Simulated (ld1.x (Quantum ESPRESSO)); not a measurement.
## What one change does to a pseudopotential (Pb (Z = 82), ultrasoft)

```json
{"Element": "Pb", "Generator": "ld1.x (Quantum ESPRESSO) 7.5", "Type": "ultrasoft", "Functional": "PW91", "Relativity": "scalar-relativistic", "Frozen core": "[Xe] 4f14", "Valence charge": "14", "Reference configuration": "5d10 6s1 6p3", "Partial waves": "6s (bound): rcut 1.55, rcutus 2.15 bohr; 6s channel at 3.45 Ry: rcut 1.55, rcutus 2.15 bohr; 6p (bound): rcut 2.15, rcutus 2.50 bohr; 6p channel at 0.75 Ry: rcut 2.15, rcutus 2.50 bohr; 5d (bound): rcut 1.30, rcutus 1.70 bohr; 5d channel at -1.3 Ry: rcut 1.30, rcutus 1.70 bohr", "Local potential": "all-electron potential smoothed inside 2.05 bohr (lloc = -1)", "Core correction": "Bessel-smoothed model core inside 1.55 bohr", "Augmentation charge": "built from norm-conserving waves at rcut, not smoothed further"}
```

Change: waves 6s (bound): rcut 1.55, rcutus 2.50 bohr; 6s channel at 3.45 Ry: rcut 1.55, rcutus 2.50 bohr.

Cutoffs: the cutoffs (Ry, on a coarse ladder) from which the occupation-weighted sum of valence levels, in a spherical-Bessel basis at the reference potential, stays within 10 and 1 mRy of its value at 400 Ry; they do not see the model core or the augmentation charge, which bear on the density cutoff. Errors are all-electron minus pseudo energies relative to the spin-unpolarised reference configuration.

Question: How do hardness, ghosts and transferability respond?

Answer: The potential gets neither clearly harder nor softer (45 Ry and 70 Ry → 40 Ry and 70 Ry); the errors of the 7 common tests hardly move; the range in which the s phases agree narrows (upper end at the end of the scan → 1.8); neither file shows a bound ghost.

| quantity | base | changed |
| --- | --- | --- |
| cutoff, loose | 45 Ry | 40 Ry |
| cutoff, tight | 70 Ry | 70 Ry |
| bound ghosts | none | none |
| error for 5d10 6s2 6p2, meV [ΔE -8.76 eV] | -1.9 | -2.0 |
| error for 5d10 6s2 6p1, meV [ΔE -2.13 eV] | -9.6 | -9.2 |
| error for 5d10 6s2 6p0, meV [ΔE 11.39 eV] | -29 | -26 |
| error for 5d10 6s1 6p2, meV [ΔE 7.43 eV] | -3.8 | -3.6 |
| error for 5d9 6s2 6p2, meV [ΔE 18.44 eV] | -57 | -54 |
| error for 5d10 6s2 6p1.5, meV [ΔE -6.25 eV] | -4.6 | -4.7 |
| error for 5d10 6s0 6p4, meV [ΔE 9.13 eV] | -6.8 | -6.8 |
| s: phases at 2.68 bohr within 0.05 rad from the reference energy up to (Ry; the scan ends near 5) | to the end of the scan | 1.8 |
| p: phases at 2.68 bohr within 0.05 rad from the reference energy up to (Ry; the scan ends near 5) | 4.7 | 4.7 |
| d: phases at 2.68 bohr within 0.05 rad from the reference energy up to (Ry; the scan ends near 5) | to the end of the scan | to the end of the scan |
| lowest overlap eigenvalue by channel | s 0.58, p 0.38, d 0.86 | s 0.51, p 0.38, d 0.86 |
